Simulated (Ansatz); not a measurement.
Two members of one family (Series SnX2), computed with Ansatz in the gas phase; def2 core potentials for Sn, no spin–orbit coupling. Binding counts from free atoms in the multiplicity of their measured ground term, without zero-point energy. A dash marks a value that wasn't run or was left out as unsound. The structures are stationary points that may keep the symmetry of their start. Remarks come from the PBE and PBE0 runs and from stability tests at other levels; not every state was tested. HOMO above LUMO (over both spins in singlets and doublets, within one spin in higher multiplets; at PBE or PBE0), or a gap under 0.15 eV within one spin, warns that the state may not be the lowest or that an electron is smeared out.

First: Sn(N(SiH3)2)2 (singlet, charge 0, r2SCAN-D4/def2-SVP geometry).

```xyz
19

Sn    0.451    1.789   -0.437
N     0.813    0.610    1.241
Si    1.691    1.292    2.598
Si    0.258   -1.062    1.310
H     0.874    1.309    3.850
H     2.039    2.705    2.240
H     2.958    0.550    2.883
H     0.701   -1.612    2.632
H     0.859   -1.909    0.237
H    -1.230   -1.174    1.248
N    -0.607    0.232   -1.442
Si   -2.340    0.193   -1.277
Si    0.303   -0.689   -2.605
H    -3.056    0.669   -2.506
H    -2.701    1.127   -0.156
H    -2.861   -1.171   -0.954
H     0.161   -2.166   -2.417
H     1.749   -0.317   -2.417
H    -0.062   -0.376   -4.025
```

```json
{"level": "PBE-D4/def2-SVP", "HOMO (eV)": "-5.84", "LUMO (eV)": "-3.23", "gap (eV)": "2.61", "vertical IE (eV)": "–", "vertical triplet (eV)": "–", "binding per atom (eV)": "3.19"}
{"level": "PBE-D4/def2-TZVP", "HOMO (eV)": "-5.97", "LUMO (eV)": "-3.32", "gap (eV)": "2.66", "vertical IE (eV)": "8.35", "vertical triplet (eV)": "2.65", "binding per atom (eV)": "3.21"}
{"level": "r2SCAN-D4/def2-TZVP", "HOMO (eV)": "-6.24", "LUMO (eV)": "-3.25", "gap (eV)": "2.99", "vertical IE (eV)": "–", "vertical triplet (eV)": "2.59", "binding per atom (eV)": "3.21"}
{"level": "PBE0-D4/def2-SVP", "HOMO (eV)": "-7.05", "LUMO (eV)": "-2.58", "gap (eV)": "4.47", "vertical IE (eV)": "–", "vertical triplet (eV)": "–", "binding per atom (eV)": "3.15"}
{"level": "PBE0-D4/def2-TZVP", "HOMO (eV)": "-7.13", "LUMO (eV)": "-2.63", "gap (eV)": "4.50", "vertical IE (eV)": "8.62", "vertical triplet (eV)": "2.69", "binding per atom (eV)": "3.18"}
```

Remarks: gap within one spin near zero at PBE or PBE0 (+1 doublet).

Second: Sn(OtBu)2 (singlet, charge 0, r2SCAN-D4/def2-SVP geometry).

```xyz
29

Sn   -1.838   -1.218    0.320
O    -0.218   -2.273    0.797
C     1.187   -2.018    0.813
C     1.659   -1.660   -0.599
C     1.488   -0.874    1.785
C     1.844   -3.316    1.287
H     2.750   -1.511   -0.629
H     1.402   -2.473   -1.298
H     1.167   -0.733   -0.931
H     0.996    0.048    1.440
H     2.572   -0.690    1.860
H     1.111   -1.126    2.790
H     1.592   -4.139    0.600
H     1.473   -3.582    2.289
H     2.941   -3.215    1.332
O    -0.841    0.484   -0.160
C    -1.323    1.707   -0.696
C    -2.710    2.045   -0.139
C    -0.317    2.787   -0.288
C    -1.380    1.582   -2.222
H    -3.062    3.025   -0.500
H    -3.456    1.293   -0.447
H    -2.681    2.076    0.962
H    -0.262    2.855    0.809
H    -0.599    3.774   -0.689
H     0.684    2.526   -0.665
H    -2.096    0.795   -2.513
H    -0.389    1.305   -2.614
H    -1.695    2.525   -2.697
```

Q: What does the change do? Estimate second minus first.

A: 
```csv
level,Δ HOMO (eV),Δ LUMO (eV),Δ gap (eV),Δ vertical IE (eV),Δ vertical triplet (eV),Δ binding per atom (eV)
PBE-D4/def2-SVP,0.19,0.75,0.56,–,–,1.05
PBE-D4/def2-TZVP,0.21,0.72,0.50,-0.19,0.32,0.99
r2SCAN-D4/def2-TZVP,0.22,0.70,0.48,–,0.32,0.91
PBE0-D4/def2-SVP,0.14,0.70,0.56,–,–,1.02
PBE0-D4/def2-TZVP,0.15,0.66,0.51,-0.06,0.34,0.95
```
